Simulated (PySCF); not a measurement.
## Do core-level shifts follow atomic charges?

Species: C₃H₇FSi.
Structure used (PBE0-D3(BJ)/def2-SVP), in Å, numbered top down from 1:
```xyz
12
C3H7FSi angstrom
F      0.6037    2.2377   -0.1659
C      0.5523    0.9564    0.3107
C     -0.7720    0.2140    0.0590
C     -0.2423   -1.2400    0.0100
Si     1.4229   -0.5167   -0.5508
H      0.7786    0.9742    1.3936
H     -1.5775    0.4143    0.7854
H     -1.1404    0.5173   -0.9358
H     -0.8001   -1.9325   -0.6339
H     -0.1725   -1.6812    1.0170
H      1.4933   -0.3279   -2.0306
H      2.7184   -1.0662   -0.0447
```

Binding energies: delta-SCF UKS SCAN, pcX-2 on the ionised atom, pcseg-1 elsewhere, spin-free X2C (PySCF). Charges: PBE0/pcSseg-1 ground-state density, for the ionised atom.

```json
{"atom": "C4", "environment": "sp3 carbon bound to silicon", "C 1s (eV)": "290.33", "Mulliken (e)": "-0.522", "IAO (e)": "-0.539", "Hirshfeld (e)": "-0.159", "ESP (e)": "-0.427"}
{"atom": "C3", "environment": "four-membered-ring carbon", "C 1s (eV)": "290.90", "Mulliken (e)": "-0.266", "IAO (e)": "-0.272", "Hirshfeld (e)": "-0.080", "ESP (e)": "-0.030"}
{"atom": "C2", "environment": "sp3 C–F carbon", "C 1s (eV)": "292.20", "Mulliken (e)": "-0.031", "IAO (e)": "-0.076", "Hirshfeld (e)": "-0.026", "ESP (e)": "+0.023"}
```

How well does each charge scheme correlate with the binding energies over these sites?

Mulliken: r = 0.97, slope 3.8 eV per e; IAO: r = 0.95, slope 3.9 eV per e; Hirshfeld: r = 0.95, slope 13.6 eV per e; ESP: r = 0.81, slope 3.2 eV per e. On 3 points no scheme stands out.

The point-charge model writes a binding energy as kq + V + constant, with V the potential of the other atoms' charges at the site. What does it give with the Mulliken charges?

V = Σ 14.40 eV Å × q/r over all other atoms: +6.13 eV at C4, +2.28 eV at C3, -0.57 eV at C2. Fitting binding energy − V to q gives k = 17.5 eV per e and leaves an rms residual of 0.03 eV, against 0.19 eV for the fit on q alone. The model has no term for differences in relaxation between sites.

Geometry: PBE0-D3(BJ)/def2-SVP, one conformer, isolated molecule.
